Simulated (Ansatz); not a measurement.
CH4FOSSi, SMILES `CO[Si](F)S` radical at its PBE0-D4/def2-TZVP geometry, where that method's forces vanish. Charge 0, multiplicity 2.

```xyz
9

C    -0.8855    0.6091   -1.1084
O    -0.6368   -0.6028   -0.4248
Si    0.7160   -0.9915    0.3918
F     0.4095   -2.4354    0.9952
S     0.9977    0.4762    1.9294
H    -0.4495    0.5804   -2.1103
H    -1.9661    0.7252   -1.1980
H    -0.4803    1.4696   -0.5677
H     2.2949    0.1693    2.0927
```

What forces (eV/Å) does B3LYP-D4/def2-TZVPP give on these atoms in Ansatz 0.2.0? (Estimate.)

The calculation gave: 
```
C1  -0.118  0.306 -0.192
O2  -0.057 -0.167  0.065
Si3  0.165 -0.040 -0.180
F4  -0.043 -0.239  0.108
S5   0.062  0.147  0.168
H6  -0.027  0.010  0.049
H7   0.059  0.005 -0.003
H8  -0.031 -0.045 -0.043
H9  -0.009  0.023  0.028
```

B3LYP here is the variant with VWN-RPA as its local correlation; programs differ in this.
